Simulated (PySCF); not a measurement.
Löwdin shares of the frontier orbitals

C3H8O2Si.
Structure used (PBE0-D3(BJ)/def2-SVP), in Å, numbered top down from 1:
```
atom  x, y, z in Å
C1     2.2040   -0.5380    0.4108
Si2    1.2417    0.8719   -0.3332
O3    -0.3547    0.3836   -0.7596
C4    -1.1924    0.0277    0.2206
C5    -2.5544   -0.3404   -0.2841
O6    -0.8542    0.0163    1.3785
H7     1.7638   -0.8245    1.3764
H8     2.1922   -1.4118   -0.2585
H9     3.2531   -0.2433    0.5704
H10    1.1588    2.0592    0.5617
H11    1.8010    1.2806   -1.6516
H12   -3.1975   -0.6355    0.5521
H13   -2.4699   -1.1622   -1.0100
H14   -2.9928    0.5156   -0.8178
```

Theory: TDDFT CAM-B3LYP/def2-SVPD, vertical, gas phase, core orbitals frozen in the response (PySCF 2.14.0, density-fitted response routines).

Kohn–Sham orbitals with the atoms that hold most of them (Löwdin shares over 4%, at most four atoms; ? is withheld):

```json
{"orbital": "HOMO-3", "ε (eV)": "-11.26", "atoms": "O6 33%, C1 14%, O3 13%, Si2 12%"}
{"orbital": "HOMO-2", "ε (eV)": "-10.73", "atoms": "Si2 32%, H11 22%, H10 17%, O3 13%"}
{"orbital": "HOMO-1", "ε (eV)": "-10.34", "atoms": "?"}
{"orbital": "HOMO", "ε (eV)": "-9.66", "atoms": "O6 67%, O3 11%, C5 8%, C4 8%"}
{"orbital": "LUMO", "ε (eV)": "1.03", "atoms": "?"}
{"orbital": "LUMO+1", "ε (eV)": "1.21", "atoms": "C5 18%, Si2 17%, C4 16%, O3 12%"}
{"orbital": "LUMO+2", "ε (eV)": "1.51", "atoms": "Si2 25%, C1 12%, C4 10%, O6 10%"}
```

(1) Give the leading atoms of the LUMO.

(2) Which atoms hold the HOMO-1, and with what shares?

(3) How does S1 compare with the orbital gap of 10.69 eV?

(4) One configuration dominates each of S2 and S3. Which, and how do the shares of the two leading atoms of either orbital change from the occupied to the empty one?

Answers

(1) C4 (bonded to C and 2 O) 24%; O6 (bonded to C) 19%; Si2 (bonded to C, O and 2 H) 13%; O3 (bonded to C and Si) 9%. By element: oxygen 28%, carbon 24% or more, silicon 13%.

(2) O3 (bonded to C and Si) 26%; C1 (bonded to Si and 3 H) 24%; Si2 (bonded to C, O and 2 H) 16%; O6 (bonded to C) 13%. By element: oxygen 39%, carbon 24% or more, silicon 16%.

(3) S1 is at 5.85 eV (f = 0.0007), 4.84 eV below the gap, made of HOMO→LUMO (66%), HOMO→LUMO+2 (22%). Without the coupling terms of the response equations the lowest excitation would equal the gap.

(4) 
- S2 (7.82 eV, f 0.021), HOMO→LUMO+1 (78%): O6 67% → at most 12%, O3 11% → 12%, C5 8% → 18%, Si2 at most 7% → 17%
- S3 (8.04 eV, f 0.101), HOMO-1→LUMO (72%): O3 26% → 9%, C1 24% → at most 9%, C4 at most 14% → 24%, O6 13% → 19%

Hardware: an x86-64 server with one thread, on a shared host. Cost: 2.4 min of wall time.

One conformer stands for the species.
